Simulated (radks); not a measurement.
Question: The table gives one normalised radial function P(r) = r R(r) of Cr3+ in [Ar] 3d3 (r in bohr). Method: scalar-relativistic Kohn-Sham, Slater X-alpha with alpha = 0.762, spin-polarised, spherical densities, finite nucleus; open shells are filled with parallel spins first; Fermi nuclear charge, rms radius 3.6452 fm; computed with a radial shooting solver on a logarithmic mesh with Libxc functionals.

r,P
0.006963,0.0000
0.008852,0.0001
0.01125,0.0002
0.01431,0.0003
0.01819,0.0006
0.02312,0.0012
0.02939,0.0024
0.03736,0.0046
0.0475,0.0088
0.06038,0.0164
0.07676,0.0299
0.09836,0.0541
0.125,0.0930
0.159,0.1540
0.2021,0.2437
0.2569,0.3658
0.3266,0.5171
0.4151,0.6819
0.5278,0.8313
0.6709,0.9275
0.8529,0.9384
1.084,0.8547
1.378,0.6941
1.752,0.4924
2.228,0.2948
2.832,0.1419
3.6,0.0516

Which n and l does it have? It may be an empty orbital.

Answer: n = 3, l = 2: the number of nodes gives n - l - 1 = 0, the rise at small r (about r^(l+1)) gives l, and the extent must fit the shell. The curve is that of 3d up; the table hardly tells the two spins apart. 3d up: eigenvalue -41.660 eV, 0 radial nodes, <r> = 1.08 bohr, 90 % of the charge inside 1.79 bohr.
